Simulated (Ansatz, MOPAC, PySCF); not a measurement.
Donor–acceptor adduct: GaH3 (SMILES [GaH3]) (first 4 atoms) with H2O (SMILES O); geometry from B3LYP-D3(BJ)/def2-TZVP, rigid monomers moved along the line of their centres of mass till Ga1···O5 is 2.56 Å.
(charge 0, multiplicity 1):
```xyz
7

Ga     0.3967    -0.3761     0.6852
H      1.8829    -0.0976     1.1226
H     -0.2292    -1.8111     0.8526
H     -0.2872     0.6261    -0.3304
O     -0.6877     0.6157     2.7812
H     -1.6495     0.5433     2.7427
H     -0.4830     1.5546     2.8720
```

Monomers are frozen at their geometry in the pair; levels with a basis set take the counterpoise correction. Rows marked so take none.

Correlated levels freeze the cores. Filled d and f shells under p-block atoms count as core. CBS: X⁻³ extrapolation of the correlation energy, Hartree–Fock from the larger set. Rows in 3-21G, 6-31G*, STO-3G carry no dispersion term and start afresh at each structure (6-31G* with six Cartesian d functions); the Pople sets are all-electron and without relativity. The state that AM1 reach isn't checked.

Codes used: Ansatz (a program for electronic structure) with Gaussian orbitals; MOPAC for AM1 (differences of heats of formation); PySCF for 3-21G rows, 6-31G* rows, STO-3G rows, the dispersion terms. Values without a source in brackets are computed.

Other levels give for the interaction energy: PBE/def2-TZVPPD -47.5; B3LYP/def2-TZVPPD -43.7; B3LYP-D3(BJ)/def2-TZVPPD -49.5; wB97M-V/def2-TZVPPD -52.1; CCSD(T)/CBS(aug-cc-pVDZ, aug-cc-pVTZ) -50.7 kJ/mol.

Common cheap choices:

```
level                            interaction energy (kJ/mol)  less -50.7 (CCSD(T)/CBS(aug-cc-pVDZ, aug-cc-pVTZ))
-------------------------------  ---------------------------  --------------------------------------------------
AM1                                                    -75.3                                               -24.7
HF/STO-3G (no counterpoise)                            -91.2                                               -40.5
HF/6-31G*                                              -48.8                                                 1.8
HF/6-31G* (no counterpoise)                            -56.9                                                -6.3
BP86/6-31G* (no counterpoise)                          -66.9                                               -16.3
B3LYP/3-21G (no counterpoise)                         -112.6                                               -61.9
B3LYP/6-31G*                                           -52.0                                                -1.4
M06-2X/6-31G* (no counterpoise)                        -77.7                                               -27.1
```
